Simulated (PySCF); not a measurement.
C₅H₃N₂S (doublet state).
Numbering: `[CH3:1][N:2][C:3](=[S:4])[C:5]#[C:6][C:7]#[N:8]` (hydrogens: H9, H10, H11 on C1)

Method: UKS B3LYP, pcH-1 on C H N S, non-relativistic, mean-field spin-orbit, GIAO (PySCF). The structure is a single GFN2-xTB conformer in the gas phase; no vibrational or solvent corrections. The geometry wasn't refined by DFT: couplings that depend on bond lengths, twists or pyramidal angles can differ widely from those at the functional's own minimum, by a factor of two or more for some ions and for spin on atoms past the first row.

Output of the driver script. Atoms in this output count from 0.

```
UKS, coarse grid
  cycle   1  E = -699.84340207  |g| = 3.71e-01
  cycle   2  E = -699.52823089  |g| = 8.86e-01
  cycle   3  E = -699.88586952  |g| = 1.91e-01
  cycle   4  E = -699.89720288  |g| = 1.27e-01
  cycle   5  E = -699.90420951  |g| = 5.20e-02
  cycle   6  E = -699.90553714  |g| = 1.20e-02
  cycle   7  E = -699.90563275  |g| = 8.28e-03
  cycle   8  E = -699.90567273  |g| = 6.01e-03
  cycle   9  E = -699.90570290  |g| = 3.66e-03
  cycle  10  E = -699.90572116  |g| = 1.73e-03
  cycle  11  E = -699.90572641  |g| = 6.78e-04
UKS, final grid
  cycle   1  E = -699.90569640  |g| = 9.09e-04
  cycle   2  E = -699.90569423  |g| = 2.51e-03
  cycle   3  E = -699.90569737  |g| = 3.13e-04
  cycle   4  E = -699.90569752  |g| = 2.42e-04
  cycle   5  E = -699.90569778  |g| = 2.23e-04
  cycle   6  E = -699.90569795  |g| = 1.06e-04
  cycle   7  E = -699.90569801  |g| = 7.71e-05
  cycle   8  E = -699.90569807  |g| = 7.70e-05
  cycle   9  E = -699.90569821  |g| = 7.44e-05
  cycle  10  E = -699.90569828  |g| = 6.95e-05
  cycle  11  E = -699.90569854  |g| = 5.14e-05
  cycle  12  E = -699.90569869  |g| = 5.50e-05
  cycle  13  E = -699.90569888  |g| = 2.83e-05
  cycle  14  E = -699.90569890  |g| = 2.07e-05
  cycle  15  E = -699.90569890  |g| = 2.14e-05
E = -699.90569890 Eh   <S^2> = 0.7549 (exact 0.7500)
g shifts (ppm)      1          2          3
  rmc          -231       -231       -231
  gc              3         63         36
  oz_so        -696      23788     382773
  total        -779      23623     382751
hyperfine (MHz)  atom isotope    a_iso     a_fc   dipolar eigenvalues
    0   13C      12.70      12.70     -0.82     -0.59      1.41
    1   14N      -1.14      -1.14     -7.35     -5.87     13.21
    2   13C     -18.30     -18.30     -4.95      0.87      4.08
    3   33S      14.68      14.68    -85.11    -81.85    166.96
    4   13C       1.23       1.23     -3.10     -0.60      3.69
    5   13C       4.14       4.14     -5.24     -3.81      9.06
    6   13C      -3.86      -3.86     -1.61     -0.00      1.61
    7   14N       0.50       0.50     -1.05     -1.03      2.08
    8    1H      -0.77      -0.77     -1.93     -1.02      2.95
    9    1H      -2.05      -2.05     -3.94     -1.37      5.31
   10    1H       5.76       5.76     -3.44     -1.80      5.24
```

Q: The SCF converged. Why should these EPR parameters still be doubted?

A: The largest g shift is +0.383, past the limit of 0.03 at which the run flags a species of elements up to argon. The orbital-Zeeman/spin–orbit term is second order, a sum of spin–orbit matrix elements over excitation energies, so it grows and becomes less reliable as an excited state comes close; a shift this large should be checked with a method that treats spin–orbit coupling variationally or among several states. The contact and dipolar couplings don't rest on that expansion, but they belong to the state that the SCF found, and a close-lying state with the spin in another orbital would have other couplings; no stability test was run. The run left out the spin–orbit part of the hyperfine coupling.

Q: Where is the spin in this solution (atoms counted from 1)?

A: The Mulliken spin populations are largest on S4 (+0.90) and N2 (+0.10). S4 is the only atom above +0.15. ⟨S²⟩ = 0.7549 against the exact 0.7500, so spin contamination is small. N2, the radical centre as drawn in `C[N]C(=S)C#CC#N`, holds a spin population of +0.10 out of 1.

On one thread, Arm Neoverse V1 (aarch64), no GPU, on a shared host, this took 74 s wall (with the writing of density and orbital grids) and 0.82 GiB of memory at its peak.
